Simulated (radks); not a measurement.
Q: These are the eigenvalues of the occupied orbitals of an atom or ion with whole-number occupations (hartree). Method: scalar-relativistic Kohn-Sham, r2SCAN, spin-unpolarised, spherical densities, finite nucleus; meta-GGA in the generalised Kohn-Sham scheme; Fermi nuclear charge, rms radius of each element as measured or else 0.836 A^(1/3) + 0.57 fm; computed with a radial shooting solver on a logarithmic mesh with Libxc functionals.

1s: -1780.008
2s: -293.0620
2p: -260.9853
3s: -64.76304
3p: -54.72701
3d: -41.31089
4s: -12.97697
4p: -9.65832
4d: -5.01680
5s: -1.65583
5p: -0.87317
6s: -0.11854
4f: -0.05823
5d: -0.03475

Which element is it, and in what charge state? The configuration may be excited.

A: Z = 63, europium, charge 0: Eu in [Xe] 4f7 5d1 6s1. The list shows which subshells hold electrons but not how many an open one holds; the 1s level, -1780 hartree, gives Z - s = 59.7 by -(Z - s)^2/2, which with screening and relativity narrows Z to a few neighbours, and the depths of the outer levels then fix element, charge and occupations together.
